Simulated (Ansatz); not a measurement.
A run for Ansatz (an electronic-structure program): R-BLYP/def2-TZVPP on H3NSSn (SMILES [NH2][Sn][SH]), a point of a torsion scan. Elements past Kr take the def2 small-core potentials; no spin–orbit coupling.

Ansatz 0.2 input:
```yaml
crystal:
  periodic: [false, false, false]
  atoms:
    - {symbol: N, position_ang: [-1.24271636, 0.11827567, 0.13687359]}
    - {symbol: Sn, position_ang: [-0.78093142, -0.94290988, 1.80563359]}
    - {symbol: S, position_ang: [0.96005788, 0.62417826, 2.52467362]}
    - {symbol: H, position_ang: [-0.80984196, 0.98222609, -0.15910000]}
    - {symbol: H, position_ang: [-1.94712906, -0.11999322, -0.54686591]}
    - {symbol: H, position_ang: [1.31870087, -0.01233026, 3.63201752]}
basis:
  gaussian:
    orbitals: def2-TZVPP
hamiltonian:
  xc: {name: BLYP}
scf: {lower_state_search: off}
```

The head of its log:

```
WARN ansatz: RAYON_NUM_THREADS=1 ignored (pool sized by the plan → 1); use --threads N
Functional definition: BLYP
these checks for a lower state are left out or cut short: stability, starts, cluster_reference, orbital_swaps, neighbouring_geometries, increment
integrals: 0.08 GiB planned
1004 factors; their error is unknown
mean field: 0.53 GiB planned
mean field evaluation 1: about -18192.4942 eV, gradient 8.4e1 eV
mean field evaluation 2: about -18105.4491 eV, gradient 1.6e2 eV
```

Q: What total energy does the run end on?

A: -669.0801 hartree.
